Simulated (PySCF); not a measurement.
## Radial density of Cd²⁺ (cadmium, charge +2)

UHF, [Kr] 4d9 5s1, high-spin 3D determinant (an excited configuration). Computed with PySCF 2.14 in x2c-QZVPPall (13s8p7d4f2g, 118 functions), with the spin-free X2C one-electron Hamiltonian (Gaussian nucleus).

```
r (bohr)  4πr²ρ (e/bohr)  4πr²(ρα − ρβ)
  0.0224           61.80         0.0053
  0.0377           53.18        -0.0012
  0.0634           64.28         0.0205
   0.107           76.24         0.0914
   0.179           52.62         0.2306
   0.302           62.54         0.1724
   0.507           22.59         0.1211
   0.854           20.29         0.9381
    1.44           8.021         0.7959
    2.41           1.146         0.5876
    4.06         0.08381         0.0778
    6.83       0.0004523         0.0005
```

Densities and radii are taken from the X2C orbitals without a picture-change correction, which distorts them close to the nucleus.
